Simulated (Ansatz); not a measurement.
Frontier orbitals of C$_{4}$H$_{2}$F$_{2}$Ti, SMILES `C#[C][Ti]([F])([F])[C]#C`.

Total charge 0; spin multiplicity 1. Correlated methods include outer-core shells of Ti, which these sets cover unevenly. Scalar relativity is left out up to krypton. The geometry is a stationary point of PBE0-D4/def2-TZVP. Basis def2-TZVPP, Ansatz.

```
 functional  HOMO (eV)  LUMO (eV)  gap (eV)
LDA (SPW92)      -7.59      -4.57      3.02
        PBE      -7.36      -4.30      3.06
       BLYP      -7.18      -4.18      3.00
     r2SCAN      -7.59      -4.25      3.34
       PBE0      -8.53      -3.51      5.02
      BHLYP      -9.54      -2.51      7.03
    ωB97M-V     -10.70      -1.42      9.28
         HF     -11.09       0.39     11.48
```

Against PBE, PBE0 changes HOMO and LUMO by −1.17 and +0.79 eV, ωB97M-V by −3.35 and +2.88 eV. A gap of 3.06 eV thus becomes 9.28 eV for the same molecule, so an orbital gap means little without its functional.
